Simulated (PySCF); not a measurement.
**One molecule, a ladder of functionals, a line**

Molecule: SMILES BCO[SiH2][SiH3], CH₉BOSi₂.

Geometry (Å), atoms numbered from 1 in this order:
```xyz
14

B    -2.6616    0.2901    0.1735
C    -1.5708    1.0569   -0.6271
O    -0.2446    1.0317   -0.1518
Si    0.7647   -0.2867   -0.3254
Si    2.7547    0.2534    0.7773
H    -3.7975    0.3340   -0.2408
H    -2.4168   -0.3096    1.1936
H    -1.6326    0.7773   -1.7029
H    -1.9167    2.1142   -0.6295
H     1.0013   -0.5703   -1.7809
H     0.1379   -1.5200    0.2571
H     2.4927    0.4993    2.2280
H     3.7213   -0.8819    0.6477
H     3.3660    1.4774    0.1754
```

GIAO shieldings (ppm, equivalent atoms averaged) in PySCF 2.14 on the PBE0-D3(BJ)/def2-SVP geometry, basis pcSseg-1, gas phase, non-relativistic:

```csv
functional,exact exchange (%),σ(B1),σ(C2),σ(O3),σ(Si4)
BLYP,0,0.6,93.8,306.4,346.2
BP86,0,4.1,98.6,312.2,352.5
PBE,0,1.8,98.4,311.2,353.5
B3LYP,20,6.4,101.2,321.2,359.7
mPW1PW91,25,10.8,107.1,328.6,369.1
BHandHLYP,50,15.0,110.6,337.9,380.4
HF,100,32.4,125.2,358.6,418.0
```

**Question.** Fit each shielding as a line in the percentage of exact exchange.

**Answer.** σ(B1) = 1.9 + 0.30 x (rms 1.4 ppm); σ(C2) = 97.1 + 0.28 x (rms 1.9 ppm); σ(O3) = 311.4 + 0.49 x (rms 2.9 ppm); σ(Si4) = 349.9 + 0.67 x (rms 3.0 ppm). The functionals also differ in their semilocal parts, which the line can't hold; Hartree–Fock has no correlation at all.

**Question.** What does the line predict for PBE0 (25 %), and what does the run give?

**Answer.** σ(B1): 9.4 predicted, 9.7 computed; σ(C2): 104.1 predicted, 107.4 computed; σ(O3): 323.6 predicted, 328.7 computed; σ(Si4): 366.6 predicted, 370.5 computed ppm.
